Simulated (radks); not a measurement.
Q: These are the eigenvalues of the occupied orbitals of an atom or ion with whole-number occupations (hartree). Calculated with a radial shooting solver on a logarithmic mesh with Libxc functionals: scalar-relativistic Kohn-Sham, PBE, spin-polarised, spherical densities, finite nucleus; Fermi nuclear charge, rms radius of each element as measured or else 0.836 A^(1/3) + 0.57 fm.

orbital  eigenvalue
1s        -1066.836
2s        -161.6029
2p        -145.1423
3s        -31.70436
3p        -26.32445
3d        -18.04151
4s         -5.56305
4p         -3.93784
4d         -1.58791
5s         -0.95882

Which element is it, and in what charge state? The configuration may be excited. Open shells, if any, are filled with parallel spins first.

A: Z = 50, tin, charge +2: Sn2+ in [Kr] 4d10 5s2. The list shows which subshells hold electrons but not how many an open one holds; the 1s level, -1066.8 hartree, gives Z - s = 46.2 by -(Z - s)^2/2, which with screening and relativity narrows Z to a few neighbours, and the depths of the outer levels then fix element, charge and occupations together.
